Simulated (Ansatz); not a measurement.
Al₅N₄H₁₆, a cluster cut from zinc blende AlN (hydrogen-capped). Total charge 0; doublet. Geometry PBE-D4/def2-SVP, that of the charge -1 singlet.

Cartesian coordinates in Å:
```
Al 2.371 0.644 -0.030
Al -0.309 1.871 1.171
Al -0.393 0.581 -1.807
Al 0.727 -2.254 -0.569
Al -1.982 -0.962 0.560
N 0.673 1.480 -0.449
N 1.746 -1.096 0.661
N -2.053 0.991 0.865
N -0.799 -1.125 -0.963
H 3.122 1.450 1.166
H 3.282 0.364 -1.338
H 0.316 1.086 2.445
H -0.560 3.468 1.327
H 0.408 0.401 -3.200
H -1.802 1.415 -1.972
H 1.655 -2.524 -1.867
H 0.265 -3.593 0.230
H -3.477 -1.472 0.174
H -1.319 -1.556 1.914
H 0.904 2.401 -0.861
H 2.562 -1.625 1.001
H 1.179 -0.918 1.510
H -2.499 1.431 0.041
H -2.672 1.183 1.667
H -1.345 -1.640 -1.675
```

Single mean-field runs in def2-TZVP are fitted with def2-universal-jkfit. At PBE-D4/def2-TZVP, BLYP-D4/def2-TZVP the gap within one spin of the charge 0 doublet nearly closes, so an electron or hole may be smeared out by delocalisation error.

Estimate the α-spin orbital energies around the gap (eV) in Ansatz with PBE-D4/def2-TZVP, BLYP-D4/def2-TZVP, PBE0-D4/def2-TZVP.


```
orbital  PBE-D4/def2-TZVP  BLYP-D4/def2-TZVP  PBE0-D4/def2-TZVP
 HOMO−5             -7.49              -7.38              -8.81
 HOMO−4             -7.24              -7.15              -8.63
 HOMO−3             -7.21              -7.13              -8.53
 HOMO−2             -7.08              -7.01              -8.42
 HOMO−1             -6.88              -6.82              -8.16
   HOMO             -6.75              -6.69              -7.99
   LUMO             -1.11              -0.98              -0.39
 LUMO+1             -1.05              -0.88              -0.27
 LUMO+2             -0.97              -0.83              -0.16
 LUMO+3             -0.75              -0.59               0.10
 LUMO+4             -0.25              -0.03               0.49
 LUMO+5              0.27               0.41               0.99
 β HOMO             -6.55              -6.46              -7.57
 β LUMO             -6.58              -6.50              -6.75
```
